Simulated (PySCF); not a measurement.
C₂H₇NSi₂. Atoms are numbered in the order given.

```xyz
12

C      2.2218     0.8227    -0.0318
Si     0.7716    -0.3054    -0.4165
N     -0.5842     0.5621    -1.2542
C     -1.5768     0.4350    -0.4412
Si    -1.0063    -0.5754     1.1071
H      2.6869     1.1744    -0.9673
H      1.8928     1.7014     0.5437
H      2.9882     0.2888     0.5529
H      1.2345    -1.4814    -1.2109
H     -2.5609     0.8799    -0.6933
H     -1.6975    -1.8850     1.3203
H     -1.0391     0.1719     2.4039
```

The structure is a stationary point at B3LYP-D3(BJ)/def2-SVP. The structure was generated by enumeration; whether it is a known compound was not checked.

Level of theory: PBE/def2-TZVP in PySCF.

ESP charges are fitted to the potential on shells at 1.4 to 2.0 van der Waals radii. Atomic charges (e):

```csv
atom,meta-Löwdin,ESP fit,Löwdin
C1,-0.59,-0.78,-0.46
Si2,0.62,0.72,0.18
N3,-0.42,-0.58,0.01
C4,-0.14,0.30,-0.34
Si5,0.22,-0.24,0.18
H6,0.14,0.22,0.14
H7,0.14,0.22,0.13
H8,0.14,0.18,0.14
H9,-0.09,-0.13,-0.02
H10,0.11,0.04,0.11
H11,-0.06,0.02,-0.03
H12,-0.06,0.02,-0.03
```

Computed Mayer and Wiberg (Löwdin basis) orders of the bonds:
```
bond     Mayer  Wiberg
-------  -----  ------
C1–Si2    0.99    1.24
Si2–N3    0.99    1.16
N3–C4     1.87    2.31
Si2–Si5   0.94    1.02
C4–Si5    0.93    1.12
C1–H6     0.94    0.89
C1–H7     0.94    0.90
C1–H8     0.94    0.90
Si2–H9    0.92    0.90
C4–H10    0.90    0.89
Si5–H11   0.92    0.94
Si5–H12   0.92    0.94
```
